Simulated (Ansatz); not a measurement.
Basis-set extrapolation for BClH₆N₂Si (PBE0-D4/def2-TZVP geometry, frozen core, the Gaussian-basis code of Ansatz). Multiplicity 1, RHF reference.

```tsv
	def2-TZVPP	def2-QZVPP
HF	-885.671298	-885.699942
MP2 correlation	-0.850616	-0.917602
CCSD(T) correlation	-0.936006	not run
```

Energies in hartree. Use E(X) = E(∞) + A·exp(−7.88·√X) for Hartree–Fock and E(X) = E(∞) + B·X^(−2.97) for correlation, with X = 3 and 4, and add CCSD(T) minus MP2 of the smaller set to the MP2 limit.

Problem. What is the CCSD(T) energy at the basis-set limit?

Solution. HF limit: -885.699942 + (-0.028644) × 0.13774 = -885.70389. MP2 limit: -0.917602 + (-0.066986) × 0.74074 = -0.96722. Higher-order term: -0.936006 − (-0.850616) = -0.08539. Total: -886.75650 hartree, 391.7 kJ/mol below CCSD(T)/def2-TZVPP.
